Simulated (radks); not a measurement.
Q: All-electron atom: the iodine ion I3+ in [Kr] 4d10 5s2 5p2. All-electron calculation, scalar-relativistic Kohn-Sham, PBEsol, spin-unpolarised, spherical densities, finite nucleus; Fermi nuclear charge, rms radius 4.75 fm. Program: a radial shooting solver on a logarithmic mesh with Libxc functionals. Some entries of the table are withheld. Estimate them.

orbital,occ.,eigenvalue (Ry),<r^2> (bohr^2),<1/r> (bohr^-1)
1s,2,(1),0.001005,56.81
2s,2,-376.7878,0.01620,13.02
2p,6,-338.5020,0.01283,12.45
3s,2,(2),0.1129,4.665
3p,6,-65.53262,0.1131,4.436
3d,10,-46.93110,(3),4.199
4s,2,-15.62897,0.6181,(4)
4p,6,-11.73520,0.7134,(5)
4d,10,-6.05140,0.9805,1.447
5s,2,-3.42214,3.739,0.7148
5p,2,-2.52548,4.991,0.6121

A: 
(1) 1s eigenvalue (Ry): -2425.383
(2) 3s eigenvalue (Ry): -77.94075
(3) 3d <r^2> (bohr^2): 0.09862
(4) 4s <1/r> (bohr^-1): 1.888
(5) 4p <1/r> (bohr^-1): 1.729
